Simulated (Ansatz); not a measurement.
Reaction (ligand exchange at the Si–C bond): `C#C[SiH](C)Cl` + H–F → `C[SiH](F)Cl` + `C#C`

Gas-phase electronic energies from Ansatz, PBE0-D4/def2-TZVP geometries. CBS: MP2 limit from def2 TZ/QZ plus the TZ coupled-cluster correction, frozen cores. This one scheme is used for every species. Functionals use def2-TZVPP.

```tsv
level	ΔE (eV)
r2SCAN0-D4	-1.12
CCSD/def2-SVP	-1.09
```

(1) What does CCSD(T)/CBS give? (An estimate is asked.)

(2) What do rigid-rotor, harmonic-oscillator terms from PBE0-D4/def2-TZVP frequencies (298.15 K, 1 bar) make of the CCSD(T)/CBS value? (Estimate.)

Largest T1 diagnostic among the species: 0.013.

Answers

(1) The calculation gave: -1.07 eV. The listed levels differ from it by -0.05, -0.02 eV.

(2) Ansatz gave: ΔZPE = +0.03 eV, ΔH = -1.07 eV, ΔS = -4 J/(mol·K), ΔG = -1.06 eV.

Leaving LDA and LC-ωPBE aside and taking each functional with its dispersion term where it has one, the values, not all of them listed here, spread over 0.24 eV, from CAM-B3LYP-D4 to revPBE-D4. In def2-TZVPP, CCSD(T) changes the Hartree–Fock value by +0.22 eV (the triples alone add +0.04 eV) and MP2 by +0.27 eV.
